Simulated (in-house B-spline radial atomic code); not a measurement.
**Ionising the phosphorus ion P⁶⁺ with different functionals**

Computed with a radial B-spline atomic code at the basis-set limit: scalar-relativistic (spin-free X2C) Hamiltonian, Fermi nucleus of rms radius 3.1889 fm, spin-polarised at highest spin, spherical fractional occupations for the functionals, and exact exchange of hybrids averaged over the configuration. The ionisation energy is the difference of two self-consistent energies, [He] 2s2 2p5 → [He] 2s2 2p4, without Breit or QED terms; ε is the level of the shell that loses the electron (its least bound occupied spin orbital).

| method | rung | ΔSCF (eV) | -ε(2p) (eV) |
| --- | --- | --- | --- |
| PBE0 | global hybrid | 264.00 | 248.18 |
| B3LYP | global hybrid | 264.31 | 247.24 |
| TPSSh | global hybrid | 264.24 | 244.88 |
| BHandHLYP | global hybrid | 263.89 | 254.19 |
| r2SCAN0 | global hybrid | 264.36 | 249.06 |
| B97-1 | global hybrid | 264.11 | 247.31 |
| HSE06 | range-separated hybrid | 264.05 | 247.76 |
| wB97X | range-separated hybrid | 263.98 | 249.67 |
| CAM-B3LYP | range-separated hybrid | 264.20 | 249.18 |
| LC-wPBE | range-separated hybrid | 264.26 | 248.22 |

Among the functionals, which spreads more, the ΔSCF values or the orbital energies?

The orbital energies: ΔSCF values span about 0.48 eV and the orbital energies 9.31 eV; here energy differences depend much less on the functional than eigenvalues do.

How do they compare with the NIST value?

NIST lists 263.57 eV ± 0.06 (semi-empirical, ground level to ground level). Errors run from +0.32 to +0.79 eV; BHandHLYP is closest (+0.32 eV), but part of that can be cancellation, since the calculations leave out spin-orbit coupling, Breit-QED terms, multiplet and fine-structure energies.
